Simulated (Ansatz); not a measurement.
Input for Ansatz (development build ahead of 0.2.0):

```yaml
crystal:
  periodic: [false, false, false]
  atoms:
    - { symbol: V, position_ang: [0.0, 0.0, 0.0] }
    - { symbol: F, position_ang: [0.0, 1.95254, 0.17083] }
    - { symbol: F, position_ang: [0.0, -1.95254, 0.17083] }
basis:
  gaussian: { orbitals: pcseg-2 }
magnetization:
  spin_polarized: true
  initial_magnetization: 3
hamiltonian:
  xc: pbe0
```

The input is written out in the form of the current development build from the run's settings.

Output:

```json
{"Converged": "yes", "Total energy": "-1143.46316 hartree", "Spin squared of the determinant": "3.764", "Stability test": "minimum"}
```

Caution: other spin multiplicities were not run.
